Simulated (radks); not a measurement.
The numbers below are computed, except where a source is named.
Species: Te+. Configuration: [Kr] 4d10 5s2 5p2.75 5d0.25 (fractional occupations, a model configuration). Level of theory: scalar-relativistic Kohn-Sham, PBE, spin-unpolarised, spherical densities, finite nucleus; Fermi nuclear charge, rms radius 4.7423 fm (a radial shooting solver on a logarithmic mesh with Libxc functionals). Some entries of the table are withheld. Estimate them.

orbital,occ.,eigenvalue (eV),<r^2> (bohr^2)
1s,2,-31637.01,0.001048
2s,2,-4860.092,0.01694
2p,6,-4364.045,0.01340
3s,2,-975.1882,0.1186
3p,6,(1),(2)
3d,10,-570.0600,0.1043
4s,2,-174.3319,0.6607
4p,6,(3),0.7684
4d,10,-51.5666,1.105
5s,2,(4),4.618
5p,2.75,-14.2721,6.909
5d,0.25,-4.1527,23.88

Answer. 
(1) 3p eigenvalue (eV): -813.9207
(2) 3p <r^2> (bohr^2): 0.1189
(3) 4p eigenvalue (eV): -124.3598
(4) 5s eigenvalue (eV): -24.1316
